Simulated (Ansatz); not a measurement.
Wavefunction ladder for C3H3F5, SMILES `FC(F)C(F)C(F)F`

```json
{"atom": "F1", "x (Å)": "-0.164", "y (Å)": "-1.311", "z (Å)": "-2.008"}
{"atom": "C2", "x (Å)": "-0.413", "y (Å)": "-0.278", "z (Å)": "-1.180"}
{"atom": "F3", "x (Å)": "-1.730", "y (Å)": "-0.309", "z (Å)": "-0.856"}
{"atom": "C4", "x (Å)": "0.402", "y (Å)": "-0.442", "z (Å)": "0.090"}
{"atom": "F5", "x (Å)": "1.725", "y (Å)": "-0.345", "z (Å)": "-0.236"}
{"atom": "C6", "x (Å)": "0.052", "y (Å)": "0.613", "z (Å)": "1.123"}
{"atom": "F7", "x (Å)": "0.294", "y (Å)": "1.847", "z (Å)": "0.624"}
{"atom": "F8", "x (Å)": "0.825", "y (Å)": "0.446", "z (Å)": "2.215"}
{"atom": "H9", "x (Å)": "-0.195", "y (Å)": "0.656", "z (Å)": "-1.705"}
{"atom": "H10", "x (Å)": "0.206", "y (Å)": "-1.433", "z (Å)": "0.513"}
{"atom": "H11", "x (Å)": "-1.000", "y (Å)": "0.556", "z (Å)": "1.420"}
```

Total charge 0; spin multiplicity 1. The geometry is a stationary point of PBE0-D4/def2-TZVP. It is one conformer, not always the lowest. Frozen core, restricted reference, the Gaussian-basis code of Ansatz.

| basis | HF (Eh) | MP2 corr. |
| --- | --- | --- |
| def2-SVP | -612.04700 | -1.31121 |
| def2-TZVPP | -612.80556 | -1.72339 |
| def2-QZVPP | -612.83180 | -1.87711 |

Task: Estimate the CCSD correlation energy and the (T) correction in each basis where they were run (hartree).

Result: 
```json
{"basis": "def2-SVP", "CCSD corr.": "-1.34889", "(T)": "-0.02784"}
```
